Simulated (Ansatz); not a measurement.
The cluster ScF₃. The state is a singlet with charge 0. Geometry PBE0-D4/def2-TZVP.

```xyz
4

Sc    0.003    0.000    0.001
F     0.470   -0.506   -1.703
F    -0.097    1.783    0.434
F    -0.377   -1.276    1.267
```

The structure comes from a short search, and lower isomers may exist.

Estimate the orbital energies around the gap (eV) in Ansatz with LDA (SPW92)/def2-TZVP, r2SCAN-D4/def2-TZVP, r2SCAN-D4/def2-TZVPD, PBE0-D4/def2-TZVPD, ωB97X-V/def2-TZVP.


```json
{"orbital": "HOMO−13", "LDA (SPW92)/def2-TZVP": "-34.23", "r2SCAN-D4/def2-TZVP": "-35.48", "r2SCAN-D4/def2-TZVPD": "-35.48", "PBE0-D4/def2-TZVPD": "-37.79", "ωB97X-V/def2-TZVP": "-40.63"}
{"orbital": "HOMO−12", "LDA (SPW92)/def2-TZVP": "-33.88", "r2SCAN-D4/def2-TZVP": "-35.15", "r2SCAN-D4/def2-TZVPD": "-35.15", "PBE0-D4/def2-TZVPD": "-37.35", "ωB97X-V/def2-TZVP": "-40.19"}
{"orbital": "HOMO−11", "LDA (SPW92)/def2-TZVP": "-27.97", "r2SCAN-D4/def2-TZVP": "-29.70", "r2SCAN-D4/def2-TZVPD": "-29.72", "PBE0-D4/def2-TZVPD": "-31.68", "ωB97X-V/def2-TZVP": "-34.25"}
{"orbital": "HOMO−10", "LDA (SPW92)/def2-TZVP": "-27.25", "r2SCAN-D4/def2-TZVP": "-28.91", "r2SCAN-D4/def2-TZVPD": "-28.93", "PBE0-D4/def2-TZVPD": "-30.87", "ωB97X-V/def2-TZVP": "-33.44"}
{"orbital": "HOMO−9", "LDA (SPW92)/def2-TZVP": "-27.25", "r2SCAN-D4/def2-TZVP": "-28.91", "r2SCAN-D4/def2-TZVPD": "-28.93", "PBE0-D4/def2-TZVPD": "-30.87", "ωB97X-V/def2-TZVP": "-33.44"}
{"orbital": "HOMO−8", "LDA (SPW92)/def2-TZVP": "-10.52", "r2SCAN-D4/def2-TZVP": "-10.66", "r2SCAN-D4/def2-TZVPD": "-10.68", "PBE0-D4/def2-TZVPD": "-12.28", "ωB97X-V/def2-TZVP": "-14.88"}
{"orbital": "HOMO−7", "LDA (SPW92)/def2-TZVP": "-10.52", "r2SCAN-D4/def2-TZVP": "-10.66", "r2SCAN-D4/def2-TZVPD": "-10.68", "PBE0-D4/def2-TZVPD": "-12.28", "ωB97X-V/def2-TZVP": "-14.88"}
{"orbital": "HOMO−6", "LDA (SPW92)/def2-TZVP": "-10.48", "r2SCAN-D4/def2-TZVP": "-10.62", "r2SCAN-D4/def2-TZVPD": "-10.65", "PBE0-D4/def2-TZVPD": "-12.27", "ωB97X-V/def2-TZVP": "-14.80"}
{"orbital": "HOMO−5", "LDA (SPW92)/def2-TZVP": "-10.07", "r2SCAN-D4/def2-TZVP": "-10.20", "r2SCAN-D4/def2-TZVPD": "-10.22", "PBE0-D4/def2-TZVPD": "-11.75", "ωB97X-V/def2-TZVP": "-14.32"}
{"orbital": "HOMO−4", "LDA (SPW92)/def2-TZVP": "-10.07", "r2SCAN-D4/def2-TZVP": "-10.20", "r2SCAN-D4/def2-TZVPD": "-10.22", "PBE0-D4/def2-TZVPD": "-11.75", "ωB97X-V/def2-TZVP": "-14.32"}
{"orbital": "HOMO−3", "LDA (SPW92)/def2-TZVP": "-9.77", "r2SCAN-D4/def2-TZVP": "-9.91", "r2SCAN-D4/def2-TZVPD": "-9.93", "PBE0-D4/def2-TZVPD": "-11.46", "ωB97X-V/def2-TZVP": "-14.01"}
{"orbital": "HOMO−2", "LDA (SPW92)/def2-TZVP": "-9.56", "r2SCAN-D4/def2-TZVP": "-9.71", "r2SCAN-D4/def2-TZVPD": "-9.73", "PBE0-D4/def2-TZVPD": "-11.30", "ωB97X-V/def2-TZVP": "-13.83"}
{"orbital": "HOMO−1", "LDA (SPW92)/def2-TZVP": "-9.56", "r2SCAN-D4/def2-TZVP": "-9.71", "r2SCAN-D4/def2-TZVPD": "-9.73", "PBE0-D4/def2-TZVPD": "-11.30", "ωB97X-V/def2-TZVP": "-13.83"}
{"orbital": "HOMO", "LDA (SPW92)/def2-TZVP": "-9.48", "r2SCAN-D4/def2-TZVP": "-9.65", "r2SCAN-D4/def2-TZVPD": "-9.67", "PBE0-D4/def2-TZVPD": "-11.23", "ωB97X-V/def2-TZVP": "-13.74"}
{"orbital": "LUMO", "LDA (SPW92)/def2-TZVP": "-3.76", "r2SCAN-D4/def2-TZVP": "-3.17", "r2SCAN-D4/def2-TZVPD": "-3.15", "PBE0-D4/def2-TZVPD": "-2.62", "ωB97X-V/def2-TZVP": "-0.60"}
{"orbital": "LUMO+1", "LDA (SPW92)/def2-TZVP": "-2.80", "r2SCAN-D4/def2-TZVP": "-2.28", "r2SCAN-D4/def2-TZVPD": "-2.28", "PBE0-D4/def2-TZVPD": "-1.34", "ωB97X-V/def2-TZVP": "1.11"}
{"orbital": "LUMO+2", "LDA (SPW92)/def2-TZVP": "-2.80", "r2SCAN-D4/def2-TZVP": "-2.28", "r2SCAN-D4/def2-TZVPD": "-2.28", "PBE0-D4/def2-TZVPD": "-1.34", "ωB97X-V/def2-TZVP": "1.11"}
{"orbital": "LUMO+3", "LDA (SPW92)/def2-TZVP": "-1.02", "r2SCAN-D4/def2-TZVP": "-0.41", "r2SCAN-D4/def2-TZVPD": "-0.43", "PBE0-D4/def2-TZVPD": "0.04", "ωB97X-V/def2-TZVP": "1.86"}
{"orbital": "LUMO+4", "LDA (SPW92)/def2-TZVP": "-1.01", "r2SCAN-D4/def2-TZVP": "-0.41", "r2SCAN-D4/def2-TZVPD": "-0.42", "PBE0-D4/def2-TZVPD": "0.19", "ωB97X-V/def2-TZVP": "2.76"}
{"orbital": "LUMO+5", "LDA (SPW92)/def2-TZVP": "-0.54", "r2SCAN-D4/def2-TZVP": "0.07", "r2SCAN-D4/def2-TZVPD": "0.00", "PBE0-D4/def2-TZVPD": "0.35", "ωB97X-V/def2-TZVP": "2.76"}
```
